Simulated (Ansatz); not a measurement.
Start from `F[SiH](F)S` and change one atom or group to get `F[SiH](F)S[SiH3]`.

Ansatz, PBE0-D4/def2-TZVP geometries, multiplicity 1. Each molecule was computed in one conformer, which needn't be the lowest.

```
                                          property  `F[SiH](F)S`
             LUMO energy (ωB97M-V/def2-TZVPP) / eV          1.85
                HOMO energy (PBE0/def2-TZVPP) / eV         -8.29
             HOMO energy (ωB97M-V/def2-TZVPP) / eV        -10.50
           HOMO–LUMO gap (ωB97M-V/def2-TZVPP) / eV         12.36
               HOMO–LUMO gap (PBE/def2-TZVPP) / eV          5.96
size of the dipole moment (ωB97M-V/def2-TZVPP) / D          0.76
```

(1) What does the change do to each property? (An estimate is asked.)

Answers

(1) Ansatz gave: 
```tsv
property	`F[SiH](F)S[SiH3]`	shift
LUMO energy (ωB97M-V/def2-TZVPP) / eV	1.48	-0.37
HOMO energy (PBE0/def2-TZVPP) / eV	-8.10	0.19
HOMO energy (ωB97M-V/def2-TZVPP) / eV	-10.27	0.23
HOMO–LUMO gap (ωB97M-V/def2-TZVPP) / eV	11.75	-0.61
HOMO–LUMO gap (PBE/def2-TZVPP) / eV	5.68	-0.28
size of the dipole moment (ωB97M-V/def2-TZVPP) / D	0.90	0.14
```

With PBE0 the HOMO rises by 0.19 eV and the LUMO falls by 0.23 eV, so the gap narrows by about 0.42 eV. PBE moves the HOMO by 0.12 eV and ωB97M-V by 0.23 eV. Dipoles are sizes alone; their direction can turn.
